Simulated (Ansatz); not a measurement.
`C=C(Cl)[TeH]` + `B1CS1` → `[TeH]B1CS1` + `C=CCl` at 400 K and 1 bar (formal exchange of groups at a Te–C bond).

Computed with Ansatz on PBE0-D4/def2-TZVP structures; ΔE is electronic, products minus reactants. CBS: MP2 limit from def2 TZ/QZ plus the TZ coupled-cluster correction, frozen cores. This one scheme is used for every species. def2 core potentials past Kr. For Te outer-core shells are correlated without core-valence functions, which leaves a few kJ/mol of doubt a bond.

```json
{"species": "`C=C(Cl)[TeH]`", "CCSD(T)/CBS energy (Eh)": "-805.37257", "H − E (kJ/mol)": "129.3", "S (J/(mol·K))": "353.7"}
{"species": "`B1CS1`", "CCSD(T)/CBS energy (Eh)": "-462.41225", "H − E (kJ/mol)": "121.8", "S (J/(mol·K))": "277.8"}
{"species": "`[TeH]B1CS1`", "CCSD(T)/CBS energy (Eh)": "-730.16423", "H − E (kJ/mol)": "127.5", "S (J/(mol·K))": "349.2"}
{"species": "`C=CCl`", "CCSD(T)/CBS energy (Eh)": "-537.65823", "H − E (kJ/mol)": "130.0", "S (J/(mol·K))": "280.5"}
```

H − E and S are ideal-gas, rigid-rotor, harmonic terms from PBE0-D4/def2-TZVP, for one conformer and one mirror image of each species. 1 Eh = 2625.50 kJ/mol, R = 8.31446 J/(mol·K).

Q: By hand: ΔE, ΔH, ΔS and ΔG.

A: ΔE = (-730.16423) + (-537.65823) − (-805.37257) − (-462.41225) = -0.03764 Eh = -98.8 kJ/mol. Δ(H − E) = 127.5 + 130.0 − 129.3 − 121.8 = 6.4, so ΔH = -92.4 kJ/mol. ΔS = 349.2 + 280.5 − 353.7 − 277.8 = -1.8 J/(mol·K). ΔG = -92.4 − 400 × (-1.8)/1000 = -91.7 kJ/mol.

Q: By hand: the equilibrium constant, and the temperature at which ΔG would vanish if ΔH and ΔS stayed fixed.

A: log₁₀ K = −ΔG/(RT ln 10) = 12.0. ΔG = 0 at ΔH/ΔS = 51333 K, far beyond where these terms or the molecules hold.

The number of gas molecules stays the same, so ΔS is small and ΔH decides. A doubt of 5 kJ/mol in ΔE shifts log₁₀ K by 0.7 here. Other conformers and mirror images would add mixing entropy, several J/(mol·K) or more a flexible species. These are equilibria of isolated gas molecules and say nothing of rates. Largest T1 diagnostic: 0.016 (customary marks: 0.02 for closed shells, 0.045 for open ones).
